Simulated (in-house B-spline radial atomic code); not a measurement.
Values are calculated unless marked as measured or tabulated.
# Weak and strong correlation along the adiabatic connection

Two-electron singlets in several external potentials (atomic units), by full CI in B-splines with partial waves to l = 8 (correlation energies up to 0.6 % small). The repulsion is scaled by λ at fixed density; W(λ) is the mean repulsion less the Hartree energy, W(0) = E_x, and the area under W from 0 to 1 is E_xc.

One system gave this curve:

```csv
λ,W (hartree)
0,-0.75336
0.02,-0.75528
0.05,-0.7581
0.12,-0.7645
0.25,-0.7757
0.4,-0.78763
0.6,-0.80207
0.8,-0.81505
1,-0.82678
1.4,-0.84711
2,-0.87156
3,-0.90139
4.5,-0.93113
7,-0.96099
10,-0.98218
```

**Question.** Which system is it?
A. −Z/r, Z = 1.99, wall at 4.74 bohr
B. ω²r²/2 − Z/r, ω = 0.166, Z = 1.5
C. ω²r²/2 − Z/r, ω = 0.69, Z = 3
D. −Z/r, Z = 8.05, wall at 0.72 bohr

**Answer.** B. The exchange energy sets the size: ω²r²/2 − Z/r, ω = 0.166, Z = 1.5: E_x = -0.753, E_c = -0.04; −Z/r, Z = 8.05, wall at 0.72 bohr: E_x = -4.89, E_c = -0.0451; ω²r²/2 − Z/r, ω = 0.69, Z = 3: E_x = -1.71, E_c = -0.0431; −Z/r, Z = 1.99, wall at 4.74 bohr: E_x = -1.02, E_c = -0.0419 hartree.
